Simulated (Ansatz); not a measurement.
Ansatz (an electronic-structure program) input:

Ansatz 0.2 input:
```yaml
crystal:
  periodic: [false, false, false]
  atoms:
    - {symbol: C, position_ang: [0.00444035, -0.01369454, -0.61558859]}
    - {symbol: Cl, position_ang: [1.50876048, 0.02454684, 0.11902958]}
    - {symbol: Cl, position_ang: [-1.51032767, -0.01971347, 0.09823698]}
basis:
  gaussian:
    orbitals: def2-TZVP
hamiltonian:
  xc: b3lyp
  dispersion: d3bj
magnetization: {spin_polarized: true, initial_magnetization: 2}
phonons: {temperatures: {t_min: 298.15, t_max: 298.15, t_step: 100}}
```

### Question
Which total energy does the run end on?

### Answer
-958.44369 Eh (B3LYP-D3(BJ)/def2-TZVP). The basis has 105 functions.

This is an excited triplet: at this geometry the singlet lies 0.44 eV lower at RI-MP2/CBS(aug-cc-pV(T+d)Z,aug-cc-pV(Q+d)Z)+[CCSD(T)-MP2]/aug-cc-pV(T+d)Z.
